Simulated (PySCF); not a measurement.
An unknown gives this computed stick spectrum. Method: TDDFT PBE0/def2-SVPD, vertical, gas phase, core orbitals frozen in the response (PySCF). Geometries: GFN2-xTB, one conformer each.

| state | λ (nm) | f |
| --- | --- | --- |
| S1 | 251.5 | 0.0038 |
| S2 | 210.5 | 0.083 |
| S3 | 208.1 | 0.0067 |
| S4 | 204.1 | 0.046 |
| S5 | 197.0 | 0.023 |
| S6 | 194.2 | 0.0000 |

Question: Which candidate is it? All have the formula C3H10O2Si2.
A. `[SiH2]1[C@@H](OC)CO[SiH2]1`
B. `CCC(=O)O[SiH2][SiH3]`
C. `CO[C@@H]1C[Si@@H]1O[SiH3]`

Answer: C. Its S1, at 4.93 eV, is the lowest among the candidates; the nearest of the others has S1 at 5.96 eV. S1 is HOMO→LUMO (95%). Löwdin shares by element: HOMO carbon 37% or more, oxygen 21% or more, silicon 20% or more (atoms not listed hold the other 22%); LUMO silicon 43%, oxygen 11% or more, hydrogen 8% or more (atoms not listed hold the other 38%). At the same level the other candidates give, for their lowest levels:
- `CO[C@H]1CO[SiH2][SiH2]1`: 207 nm (f 0.030); 197 nm (f 0.014); 193 nm (f 0.036); 186 nm (f 0.028); 182 nm (f 0.023); T1 5.45 eV; HOMO -7.30, LUMO -0.20 eV
- `CCC(=O)O[SiH2][SiH3]`: 208 nm (f 0.001); 189 nm (f 0.063); 177 nm (f 0.001); 177 nm (f 0.022); 174 nm (f 0.000); T1 5.47 eV; HOMO -8.05, LUMO -0.38 eV

The values belong to the conformer `[CH3:1][O:2][C@@H:3]1[CH2:4][Si@@H:5]1[O:6][SiH3:7]`: C1–O2–C3–C4 161°, C4–Si5–O6–Si7 -41°.
Triplets come from the Tamm–Dancoff approximation.
